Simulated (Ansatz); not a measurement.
HfSi₅, 6 atoms. Hardware: 4 threads of Arm Neoverse V2 on a shared host.

In the def2 sets Hf takes a core potential; there is no spin–orbit coupling. Correlated methods freeze 25 core orbitals; core or outer-core shells of Hf are correlated, in sets that lack core-valence functions.

**Question.** How many basis functions does each of these Ansatz runs have, and roughly what does it cost? PBE0-D4/def2-SVP, charge 0 triplet, relaxation, 5 steps; PBE0-D4/def2-SVP, charge 0 quintet, relaxation, 13 steps; PBE0-D4/def2-SVP, charge 0 unrestricted singlet, energy with a search over starts; r2SCAN-D4/def2-TZVP, charge 0 quintet, energy, from earlier orbitals; PBE-D4/def2-SVP, charge 0 quintet, energy with a search over starts; PBE-D4/def2-TZVP, charge 0 singlet, energy and forces, from earlier orbitals; PBE0-D4/def2-TZVP, charge 0 triplet, energy, from earlier orbitals; CCSD(T)/def2-TZVP, charge 0 singlet, energy, from earlier orbitals; PBE-D4/def2-SVP, charge 0 singlet, energy, from earlier orbitals; r2SCAN-D4/def2-TZVPD, charge -1 doublet at the geometry of the charge 0 singlet, energy, from earlier orbitals; RPA@PBE/def2-TZVP, charge 0 singlet, energy, from earlier orbitals; BLYP-D4/def2-TZVP, charge 0 triplet, energy, from earlier orbitals.

**Answer.** Other jobs shared the machine, so times can vary by a factor of up to 3. A dash marks memory too small to be measured apart from the calling script's.

```csv
run,functions,fitting or Cholesky vectors,wall time,peak host memory (GiB)
"PBE-D4/def2-SVP, charge 0 singlet, energy, from earlier orbitals",122,1294,2 s,–
"PBE-D4/def2-TZVP, charge 0 singlet, energy and forces, from earlier orbitals",225,1605,4 s,–
"PBE0-D4/def2-SVP, charge 0 unrestricted singlet, energy with a search over starts",122,1154,6.5 s,–
"RPA@PBE/def2-TZVP, charge 0 singlet, energy, from earlier orbitals",225,1473,7.5 s,0.62
"BLYP-D4/def2-TZVP, charge 0 triplet, energy, from earlier orbitals",225,1605,7.5 s,–
"PBE0-D4/def2-TZVP, charge 0 triplet, energy, from earlier orbitals",225,1733,18 s,1.2
"PBE-D4/def2-SVP, charge 0 quintet, energy with a search over starts",122,1294,19 s,–
"r2SCAN-D4/def2-TZVP, charge 0 quintet, energy, from earlier orbitals",225,1605,21 s,–
"PBE0-D4/def2-SVP, charge 0 triplet, relaxation, 5 steps",122,1211,22 s,–
"r2SCAN-D4/def2-TZVPD, charge -1 doublet at the geometry of the charge 0 singlet, energy, from earlier orbitals",258,1742,28 s,0.71
"PBE0-D4/def2-SVP, charge 0 quintet, relaxation, 13 steps",122,1211,57 s,–
"CCSD(T)/def2-TZVP, charge 0 singlet, energy, from earlier orbitals",225,1473,94 s,3.3
```
